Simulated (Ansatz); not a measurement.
`[NH2][Al]([OH])[Br]` + HCl → `[NH2][Al]([Cl])[Br]` + H₂O at 298.15 K and 1 bar (ligand exchange at the Al–O bond).

Calculated with Ansatz (gas phase, PBE0-D4/def2-TZVP geometries, no zero-point term in ΔE). CCSD(T)/CBS is the MP2 limit (def2-TZVPP, def2-QZVPP) plus CCSD(T) − MP2 in def2-TZVPP, frozen cores. This one scheme is used for every species. For Br outer-core shells are correlated without core-valence functions, which leaves a few kJ/mol of doubt a bond. Scalar relativity is left out up to krypton. One conformer a species, not always the lowest.

```
              species  CCSD(T)/CBS energy (Eh)  H − E (kJ/mol)  S (J/(mol·K))
`[NH2][Al]([OH])[Br]`              -2947.19216           126.0          338.0
                  HCl               -460.38127            26.6          186.8
`[NH2][Al]([Cl])[Br]`              -3331.20678            93.9          340.4
                  H₂O                -76.37941            66.4          188.7
```

H − E and S are ideal-gas, rigid-rotor, harmonic terms from PBE0-D4/def2-TZVP, for one conformer and one mirror image of each species. 1 Eh = 2625.50 kJ/mol, R = 8.31446 J/(mol·K).

Question: By hand: ΔE, ΔH, ΔS and ΔG.

Answer: ΔE = (-3331.20678) + (-76.37941) − (-2947.19216) − (-460.38127) = -0.01276 Eh = -33.5 kJ/mol. Δ(H − E) = 93.9 + 66.4 − 126.0 − 26.6 = 7.7, so ΔH = -25.8 kJ/mol. ΔS = 340.4 + 188.7 − 338.0 − 186.8 = 4.3 J/(mol·K). ΔG = -25.8 − 298.15 × (4.3)/1000 = -27.1 kJ/mol.

Question: By hand: the equilibrium constant, and the temperature at which ΔG would vanish if ΔH and ΔS stayed fixed.

Answer: log₁₀ K = −ΔG/(RT ln 10) = 4.7. ΔH and −TΔS have one sign here, so there is no such temperature.

The number of gas molecules stays the same, so ΔS is small and ΔH decides. A doubt of 5 kJ/mol in ΔE shifts log₁₀ K by 0.9 here. Other conformers and mirror images would add mixing entropy, several J/(mol·K) or more a flexible species. These are equilibria of isolated gas molecules and say nothing of rates. Largest T1 diagnostic: 0.009 (customary marks: 0.02 for closed shells, 0.045 for open ones).

ΔS is within the doubt of such terms, so its sign, and with it that verdict, could turn.
